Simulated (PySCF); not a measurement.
## Levels of Tc⁴⁰⁺ from EOM-EA-GCCSD

Reference: closed-shell Tc⁴¹⁺, 1s2; one electron is added. Calculated with PySCF 2.14, two-component X2C-1e with screened spin-orbit coupling, an uncontracted even-tempered set (16 s from 8.5 bohr⁻², ratio 2.6; 12 p from 11 bohr⁻², ratio 2.6; 6 d from 11 bohr⁻², ratio 2.8; 3 f from 490 bohr⁻², ratio 2.8); frozen nothing; the 32 highest virtual spinors dropped; of the others 52 kept and the rest restored at second order. No Breit or QED terms. Binding energies in eV.

| level | Koopmans | second order | EOM-CCSD |
| --- | --- | --- | --- |
| 2s1/2 | 6011.9 | 6012.1 | 6012.1 |
| 2p1/2 | 5925.3 | 5925.7 | 5925.7 |
| 2p3/2 | 5781.1 | 5781.5 | 5781.5 |

Electric-dipole lines between these computed levels:

```csv
lower,upper,ΔE (eV),vacuum wavelength (nm)
2s1/2,2p1/2,86.396,14.35
2s1/2,2p3/2,230.60,5.377
```

For comparison, the ionisation energy of Tc⁴⁰⁺ is 6008.4 eV (theoretical estimate listed by NIST; NIST Atomic Spectra Database, ionization energies).

Only part of the computed levels is shown.
